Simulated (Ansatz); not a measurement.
CH₆GeOSe, SMILES `C[O][GeH2][SeH]`, relaxed with RKS PBE0-D4/def2-TZVP in the Gaussian-basis code of Ansatz from a GFN2-xTB geometry. The force threshold is 0.005 eV/Å; the program also tests the step.

The species carries charge 0 and has multiplicity 1.

Start:

```xyz
10

C     1.388    0.318    0.647
O     0.708    0.222   -0.586
Ge   -0.774   -0.654   -0.919
Se   -2.415    0.009    0.610
H     2.093    1.147    0.562
H     0.701    0.519    1.475
H     1.940   -0.599    0.863
H    -0.586   -2.156   -0.797
H    -0.981   -0.208   -2.338
H    -2.073    1.402    0.483
```

```
step   energy (eV)  largest force (eV/Å)  largest move (Å)
   1  -125033.5997                 0.794             0.000
   2  -125033.6479                 0.320             0.095
   3  -125033.6684                 0.153             0.085
   4  -125033.6876                 0.349             0.200
   5  -125033.6989                 0.156             0.200
   6  -125033.7020                 0.019             0.040
   7  -125033.7030                 0.028             0.056
   8  -125033.7033                 0.057             0.069
   9  -125033.7035                 0.030             0.023
  10  -125033.7035                 0.055             0.020
  11  -125033.7037                 0.011             0.011
  12  -125033.7037                 0.002             0.007
  13  -125033.7037                 0.004             0.006
```

End:

```xyz
10

C     1.448    0.272    0.636
O     0.778    0.399   -0.597
Ge   -0.702   -0.539   -0.870
Se   -2.351   -0.013    0.724
H     2.318    0.932    0.614
H     0.810    0.566    1.479
H     1.799   -0.754    0.809
H    -0.417   -2.038   -0.669
H    -1.129   -0.154   -2.288
H    -2.555    1.328    0.163
```

Hardware: 2 threads of an AMD EPYC 7R13 on a shared host and a share of an NVIDIA H100 80 GB. Wall time 29 s, peak host memory 0.87 GiB.
